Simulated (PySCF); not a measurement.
**Computed structure and properties of Hg3**

System: Hg3 (singlet); start: template (D3h). Method: PySCF 2.14.0, RKS PBE0, Hg def2-SVP with ECP60; non-relativistic Hamiltonian with scalar-relativistic core potentials where named; density fitting; no spin-orbit coupling.

Input of the relaxation:

```python
mol = gto.M(atom='''
Hg     1.90410    -0.00001    -0.00000
Hg    -0.95204     1.64901     0.00000
Hg    -0.95206    -1.64899    -0.00000''',
    basis={'Hg': 'def2-SVP'},
    ecp={'Hg': 'def2-SVP'},
    charge=0, spin=0)
mf = dft.RKS(mol, xc='PBE0')
mf.grids.atom_grid = (50, 194)
mf = mf.density_fit()  # fitting sets: Hg def2-universal-JKFIT
mf.conv_tol = 1e-08; mf.max_cycle = 55
mf.kernel(dm0)  # dm0: converged density of the start geometry
# quasi-Newton relaxation in Cartesian coordinates to a largest gradient under 0.00045 Eh/bohr, steps kept in the point group
```

Run from Python with OMP_NUM_THREADS=2; the lines above give its settings. Where DIIS fails, smearing, a level shift and second-order steps follow.
It took 14 s on 2 threads of Arm Neoverse V2 (shared host), from the converged density of the start.

Course of the relaxation:

| step | energy above end (eV) | largest force component within the symmetry (eV/Å) |
| --- | --- | --- |
| 0 | 0.0733 | 0.250 |
| 1 | 0.0624 | 0.220 |
| 2 | 0.0172 | 0.088 |
| 3 | 0.0054 | 0.039 |
| 4 | 0.0013 | 0.017 |
| 5 | 0.0000 | 0.004 |

Relaxed geometry (D3h):

```xyz
3

Hg    2.1768    0.0000    0.0000
Hg   -1.0884    1.8852    0.0000
Hg   -1.0884   -1.8852    0.0000
```

```tsv
contact	Å
Hg3–Hg2	3.770
Hg2–Hg1	3.770
Hg3–Hg1	3.770
```

On the finer grid (75, 302):

```
HOMO                                                          : -7.15 eV
LUMO                                                          : -0.95 eV
Dipole about the centre of mass                               : 0.00 D
Set of Mulliken populations of Hg1 outside the core potential : s 3.95, p 6.05, d 10.00, f 0.00
D3(BJ) dispersion energy (not in the energies)                : -0.116 eV
```

```
atom  Mulliken (e)  Löwdin (e)  spin (e)
 Hg1          0.00        0.00      0.00
 Hg2          0.00        0.00      0.00
 Hg3          0.00        0.00      0.00
```

On the grid (50, 194), as all that follows. Harmonic modes: a minimum within the noise of the softest modes; lowest 14 cm⁻¹ (negative: unstable), highest 20 cm⁻¹, zero-point energy 0.003 eV.

One start shape was tried, so this needn't be the lowest isomer.
